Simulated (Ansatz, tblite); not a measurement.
Cost and result up the ladder for the cluster Zn₆O₇ (13 atoms). Charge 0, multiplicity 1. Geometry: r2SCAN-D4/def2-SVP.

Cartesian coordinates in Å:
```
Zn -0.2662 2.0758 -0.0560
Zn 1.4241 0.0381 -1.0512
Zn -1.1551 -0.3627 1.2931
Zn 1.4444 0.7697 1.5178
Zn -0.2908 -2.1594 -0.4837
Zn -1.4651 0.0106 -1.4953
O 0.2185 -1.0560 -1.9449
O -1.5102 1.8244 -1.3597
O 1.6723 1.6826 -0.1853
O 0.5256 -1.7535 1.2312
O 1.7693 -1.0175 0.8314
O -0.3742 1.2432 1.8049
O -1.9925 -1.2951 -0.1023
```

Ansatz on 6 threads of Arm Neoverse V1 on a shared host; xTB runs through tblite on one thread. Times are rough, summed over both states, and most runs start from the orbitals of an earlier one. PBE0-D4/def2-SVP serves as the yardstick here, not as an exact answer. The other state is a triplet.

The xTB rows come from tblite. The structure holds 1 bond(s) between oxygen atoms. HOMO above LUMO, or a gap near zero within one spin, warns that the state may not be the lowest or that an electron is smeared out. The structure comes from a short search, and lower isomers may exist.

xTB has no spin-polarisation term.

```
                        level  functions  wall time
                     GFN1-xTB         52    0.025 s
                     GFN2-xTB         52     0.03 s
PBE-D4/def2-SVP (with forces)        284       29 s
           r2SCAN-D4/def2-SVP        284       67 s
             PBE0-D4/def2-SVP        284       70 s
```

Q: Estimate what each level gives for the vertical triplet (eV).

A: 
```tsv
level	vertical triplet (eV)	difference from PBE0-D4/def2-SVP (eV)	remarks
GFN1-xTB	2.81	0.04	–
GFN2-xTB	1.63	-1.14	–
PBE-D4/def2-SVP (with forces)	1.91	-0.86	gap within one spin near zero (triplet)
r2SCAN-D4/def2-SVP	2.26	-0.51	gap within one spin near zero (triplet)
PBE0-D4/def2-SVP	2.77	0.00	–
```
